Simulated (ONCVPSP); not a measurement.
# u(r) = r·R(r): atom against pseudo-atom (As)

Columns: radius, all-electron u(r) and pseudo u(r) of the 3p shell (level -138.31 eV) of arsenic in the configuration [Ne] 3s2 3p6 3d10 4s2 4p2.5; PBE, scalar-relativistic, ONCV scheme, ONCVPSP 4.0.1.

```json
{"r (bohr)": "0.060", "all-electron": "-0.5394", "pseudo": "0.0511"}
{"r (bohr)": "0.120", "all-electron": "-0.7185", "pseudo": "0.1951"}
{"r (bohr)": "0.180", "all-electron": "-0.3729", "pseudo": "0.4074"}
{"r (bohr)": "0.240", "all-electron": "0.1610", "pseudo": "0.6533"}
{"r (bohr)": "0.300", "all-electron": "0.6575", "pseudo": "0.8959"}
{"r (bohr)": "0.360", "all-electron": "1.0269", "pseudo": "1.1030"}
{"r (bohr)": "0.420", "all-electron": "1.2544", "pseudo": "1.2524"}
{"r (bohr)": "0.480", "all-electron": "1.3598", "pseudo": "1.3341"}
{"r (bohr)": "0.540", "all-electron": "1.3745", "pseudo": "1.3509"}
{"r (bohr)": "0.600", "all-electron": "1.3274", "pseudo": "1.3133"}
{"r (bohr)": "0.660", "all-electron": "1.2418", "pseudo": "1.2358"}
{"r (bohr)": "0.720", "all-electron": "1.1356", "pseudo": "1.1338"}
{"r (bohr)": "0.780", "all-electron": "1.0209", "pseudo": "1.0206"}
{"r (bohr)": "0.840", "all-electron": "0.9059", "pseudo": "0.9058"}
{"r (bohr)": "0.900", "all-electron": "0.7957", "pseudo": "0.7955"}
{"r (bohr)": "0.960", "all-electron": "0.6932", "pseudo": "0.6930"}
{"r (bohr)": "1.020", "all-electron": "0.5999", "pseudo": "0.5997"}
{"r (bohr)": "1.080", "all-electron": "0.5164", "pseudo": "0.5163"}
{"r (bohr)": "1.140", "all-electron": "0.4425", "pseudo": "0.4423"}
{"r (bohr)": "1.200", "all-electron": "0.3778", "pseudo": "0.3777"}
{"r (bohr)": "1.260", "all-electron": "0.3215", "pseudo": "0.3214"}
{"r (bohr)": "1.320", "all-electron": "0.2729", "pseudo": "0.2728"}
{"r (bohr)": "1.380", "all-electron": "0.2310", "pseudo": "0.2310"}
{"r (bohr)": "1.440", "all-electron": "0.1953", "pseudo": "0.1953"}
{"r (bohr)": "1.500", "all-electron": "0.1648", "pseudo": "0.1647"}
{"r (bohr)": "1.560", "all-electron": "0.1388", "pseudo": "0.1388"}
```

Problem. How many radial nodes do the two functions have?

Solution. The all-electron 3p function has n − l − 1 = 1; the pseudo-wave has 0, since the states of the same l below it are removed with the core.

Problem. At about which radius was the pseudo-wave matched?

Solution. 1.00 bohr. The columns agree to 0.0005 from 0.78 bohr on; several derivatives are matched, so the curves merge somewhat inside the radius.

Problem. Is the pseudo-wave norm-conserving?

Solution. Yes: the ONCV scheme keeps the norm inside the radius equal to the all-electron one, which fixes the energy derivative of the logarithmic derivative at the level.
